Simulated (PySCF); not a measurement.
## 29Si chemical shifts

Calculated, not measured (PySCF 2.14.0 with density-fitted response routines): shieldings: GIAO PBE0/pcSseg-1, GFN2-xTB geometry. A single conformation, no solvent model, no relativistic terms, equivalent nuclei averaged.

Shieldings were converted by a linear fit to measured shifts: 29Si: δ = 279.94 − 0.822σ (rms 8.9 ppm, 72 shifts, 25.8 ppm with the 6 outliers that the fit left out vs TMS, solution or neat liquid). A few per cent of atoms miss by over 2 rms, more outside the fitted compound classes.

Problem. Give the 29Si shifts of `N#CC[SiH2]C[SiH2]S[SiH3]`, `C=C1CC=CO[SiH2]1`, `C=C1C=CCO[SiH2]1`.

Solution. 
```json
{"compound": "[N:1]#[C:2][CH2:3][SiH2:4][CH2:5][SiH2:6][S:7][SiH3:8]", "environment": "Si6: silicon bonded to C, S, 2 H", "δ (ppm)": "-28.2"}
{"compound": "[N:1]#[C:2][CH2:3][SiH2:4][CH2:5][SiH2:6][S:7][SiH3:8]", "environment": "Si4: silicon bonded to 2 C, 2 H", "δ (ppm)": "-41.2"}
{"compound": "[N:1]#[C:2][CH2:3][SiH2:4][CH2:5][SiH2:6][S:7][SiH3:8]", "environment": "Si8: silicon bonded to S, 3 H", "δ (ppm)": "-55.2"}
{"compound": "C=C1CC=CO[SiH2]1", "environment": "silicon bonded to C, O, 2 H, in a 6-membered ring", "δ (ppm)": "-31.7"}
{"compound": "C=C1C=CCO[SiH2]1", "environment": "silicon bonded to C, O, 2 H, in a 6-membered ring", "δ (ppm)": "-35.5"}
```

Problem. Order these by 29Si shift, lowest first.
A. C#CC1=CC=C[Si@H]1F
B. CC[Si@H](OC=O)SC
C. C#C[C@@H]1[C@@H](F)[Si@H]1C#C
D. C=C1CC=C[SiH2]O1
E. [H]/N=C(/CN)CCS[SiH3]

Solution. C (-110.4 ppm, silicon bonded to 3 C, H, in a 3-membered ring), E (-51.6 ppm, silicon bonded to S, 3 H), D (-32.9 ppm, silicon bonded to C, O, 2 H, in a 6-membered ring), A (-6.0 ppm, silicon bonded to 2 C, F, H, in a 5-membered ring), B (3.7 ppm, silicon bonded to C, O, S, H).
